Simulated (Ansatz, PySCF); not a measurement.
C₄H₁₀S, SMILES CCSCC.

The structure is a stationary point at PBE0-D3(BJ)/def2-SVP. Other conformers were not sampled.

Vertical ionisation energy (IE) and electron affinity (EA) in eV. Rows of orbital energies are one-electron estimates. Where ΔSCF, EOM or ADC give a negative EA the extra electron is unbound and the value depends on the basis.

```tsv
level	IE	EA
−ε(HOMO), −ε(LUMO), CAM-B3LYP/def2-TZVP (PySCF)	7.55	-1.79
ΔSCF, PBE0/def2-SVPD (Ansatz), final states of multiplicity 2 and 2	?	?
```

What belongs in the gaps? (Estimate from the structure and the level; the computed values follow.)


- ΔSCF, PBE0/def2-SVPD (Ansatz, a program for electronic structure), final states of multiplicity 2 and 2, IE: 8.37
- ΔSCF, PBE0/def2-SVPD (Ansatz), final states of multiplicity 2 and 2, EA: -1.73

What vertical singlet–triplet gap does ΔSCF give with PBE0/def2-SVPD (Ansatz)? (Estimate from the structure and the level; the computed values follow.)

5.03 eV (triplet above singlet where positive).
